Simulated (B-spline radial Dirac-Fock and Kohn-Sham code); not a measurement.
# Anomalous scattering factors of F, 6.402 keV to 71.34 keV

Model: the dispersion relation over Dirac-Hartree-Slater subshell photoionisation cross sections, with the Kissel-Pratt high-energy constant (isolated atom, no bound-bound lines or fine structure). Program: a radial B-spline solver. The forward scattering factor is f₀ + f′ + i f″.

No edge lies in or near this range.

```
hν (eV)   λ (Å)  f′ (e)  f″ (e)  tabulated f′  tabulated f″
   6402   1.937   0.109   0.089          0.11          0.08
 6403.9   1.936   0.109   0.089          0.11          0.08
 6930.3   1.789   0.096   0.075          0.10          0.07
 8047.8   1.541   0.076   0.055          0.08          0.05
 9251.7   1.340   0.060   0.041          0.06          0.04
  10060   1.232   0.052   0.035          0.05          0.03
  12000   1.033   0.038   0.024          0.04          0.02
  14230  0.8713   0.028   0.017          0.03          0.02
  15000  0.8266   0.025   0.015          0.02          0.01
17479.3  0.7093   0.018   0.011          0.02          0.01
  17990  0.6892   0.017   0.010          0.02          0.01
  18240  0.6797   0.016   0.010          0.02          0.01
  20910  0.5929   0.012   0.007          0.01          0.01
  21560  0.5751       ?       ?             ?             ?
22162.9  0.5594   0.010   0.006          0.01          0.01
24209.8  0.5121   0.008   0.005          0.01          0.01
  25640  0.4836   0.007   0.005          0.01          0.00
  25890  0.4789   0.007   0.004          0.01          0.00
  27420  0.4522   0.005   0.004          0.01          0.00
  29450  0.4210   0.004   0.003          0.00          0.00
  30000  0.4133   0.004   0.003          0.00          0.00
  40000  0.3100   0.000   0.002          0.00          0.00
  61460  0.2017  -0.003   0.001          0.00          0.00
  71340  0.1738  -0.003   0.000          0.00          0.00
```

**Question.** What are f′ and f″ at 21560 eV?

**Answer.** f′ = 0.011 and f″ = 0.007 electrons (tables: 0.01 and 0.01). By the optical theorem f″ corresponds to a photoabsorption cross section 2 rₑ λ f″ = 21.7 b.

Tabulated f′: xraylib 4.2 anomalous scattering factors (Cullen et al., EPDL97); f″: Chantler's tables (J. Phys. Chem. Ref. Data 1995 and 2000). Both are theoretical tables.

Values without a named source are computed, but for edge energies of neutral atoms, which are taken from tables.
